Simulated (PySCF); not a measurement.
Z-matrix (Å, degrees):
```
C
H 1 1.0780
H 1 1.0791 2 121.10
S 1 1.7074 2 122.04 3 -179.71
H 4 1.3420 1 98.09 2 -0.55
```
Charge 0, spin multiplicity 2.

Give the dipole moment, highest occupied spin orbital and total energy at the level PBE-D3(BJ)/def2-TZVP // PBE0-D4/def2-TZVP (PySCF 2.14.0).


- dipole moment: 0.87 D
- highest occupied spin orbital: -3.94 eV
- total energy: -11914.28 eV
